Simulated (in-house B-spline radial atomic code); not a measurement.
# Cr⁴⁺: [Ar] 3d2

Method: Dirac-Kohn-Sham HSE06, spherical fractional occupations, Fermi nucleus of rms radius 3.6452 fm. Calculated with an all-electron radial atomic-structure program (B-spline basis).

Z_r = [3n² - l(l+1)]/(2<r>); Z_e = n√(-2ε); the last column is Slater's effective charge. Values are occupation-weighted means over j.

```
shell  electrons   ε (eV)  <r> (bohr)    Z_r    Z_e  Slater
   1s          2  -5983.3     0.06354  23.61  20.97   23.70
   2s          2  -745.26      0.2923  20.52  14.80   19.85
   2p          6  -635.45      0.2596  19.26  13.67   19.85
   3s          2  -137.92      0.8743  15.44   9.55   12.75
   3p          6  -106.83      0.9166  13.64   8.41   12.75
   3d          2  -56.726       1.037  10.12   6.13    5.65
```

The least bound orbital is 3d5/2 at -56.68 eV, and it is also the most diffuse (<r> = 1.038 bohr).

Spin-orbit splittings of the orbital energies (j = l + 1/2 above j = l - 1/2 when positive): 2p 8.678 eV, 3p 1.138 eV, 3d 0.1189 eV.

For the 1s electron the small component carries 0.742 % of the norm, the zero-frequency Breit interaction raises the level by 6.486 eV, self-energy by 3.135 eV, and vacuum polarisation lowers it by 0.2555 eV.

Caution: exact exchange at fractional occupations of open shells leaves self-interaction of up to several eV.
